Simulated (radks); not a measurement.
Values are calculated unless marked as measured or tabulated.
Task: These are the eigenvalues of the occupied orbitals of an atom or ion with whole-number occupations (eV). Code: a radial shooting solver on a logarithmic mesh with Libxc functionals. Model: Dirac Kohn-Sham, PBE, spin-unpolarised, spherical densities, point nucleus.

orbital  eigenvalue
1s1/2     -65436.87
2s1/2     -11376.03
2p1/2     -10874.86
2p3/2     -9682.612
3s1/2     -2769.478
3p1/2     -2547.456
3p3/2     -2291.835
3d3/2     -1916.492
3d5/2     -1860.728
4s1/2     -738.5801
4p1/2     -647.4138
4p3/2     -588.2577
4d3/2     -438.1234
4d5/2     -427.1243
5s1/2     -266.3404
4f5/2     -239.0702
4f7/2     -237.0141

Which element is it, and in what charge state? The configuration may be excited. Open shells, if any, fill j = l - 1/2 first.

Result: Z = 72, hafnium, charge +12: Hf12+ in [Kr] 4d10 4f12 5s2. The list shows which subshells hold electrons but not how many an open one holds; the 1s level, -2404.8 hartree, gives Z - s = 69.4 by -(Z - s)^2/2, which with screening and relativity narrows Z to a few neighbours, and the depths of the outer levels then fix element, charge and occupations together.
